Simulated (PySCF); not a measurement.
methanethiol (CH4S), singlet, geometry from GFN2-xTB, with bond 3-2 at 2.0 times its length. Base run: B3LYP/6-31G in PySCF.

Geometry (Å):
```xyz
6

C     -0.0593     1.1560     0.0111
S     -0.0429    -0.6653    -0.0070
H      2.6067    -0.9289     0.0117
H     -1.1031     1.4523     0.0056
H      0.4244     1.5175     0.9132
H      0.4388     1.5354    -0.8757
```
Charge 0, spin multiplicity 1.
All else is at PySCF's defaults.
Base energy -438.52653 Eh.

The base run was repeated with changes; each row names its change, and settings that it needs were set with it.

```json
[
 {"change": "base", "ΔE vs base (µEh)": "0.0", "SCF cycles": "11", "outcome": "converged"},
 {"change": "solver = newton; init_guess = 1e", "ΔE vs base (µEh)": "0.0", "SCF cycles": "-", "outcome": "converged"},
 {"change": "diis_space = 4", "ΔE vs base (µEh)": "0.0", "SCF cycles": "9", "outcome": "converged"},
 {"change": "damp = 0.5; diis_start_cycle = 5", "ΔE vs base (µEh)": "0.0", "SCF cycles": "15", "outcome": "converged"},
 {"change": "diis = off; damp = 0.3 (with mf.diis_start_cycle = 200; with mf.max_cycle = 150)", "ΔE vs base (µEh)": "-", "SCF cycles": "150", "outcome": "not converged"},
 {"change": "DIIS = ADIIS", "ΔE vs base (µEh)": "0.0", "SCF cycles": "21", "outcome": "converged"},
 {"change": "diis_space = 20", "ΔE vs base (µEh)": "0.0", "SCF cycles": "11", "outcome": "converged"},
 {"change": "init_guess = sap", "ΔE vs base (µEh)": "0.0", "SCF cycles": "14", "outcome": "converged"},
 {"change": "conv_tol_grad = 1e-7", "ΔE vs base (µEh)": "0.0", "SCF cycles": "12", "outcome": "converged"},
 {"change": "conv_tol = 1e-12", "ΔE vs base (µEh)": "0.0", "SCF cycles": "13", "outcome": "converged"},
 {"change": "diis_space = 2", "ΔE vs base (µEh)": "0.0", "SCF cycles": "32", "outcome": "converged"},
 {"change": "init_guess = vsap", "ΔE vs base (µEh)": "0.0", "SCF cycles": "13", "outcome": "converged"},
 {"change": "init_guess = atom", "ΔE vs base (µEh)": "0.0", "SCF cycles": "11", "outcome": "converged"}
]
```
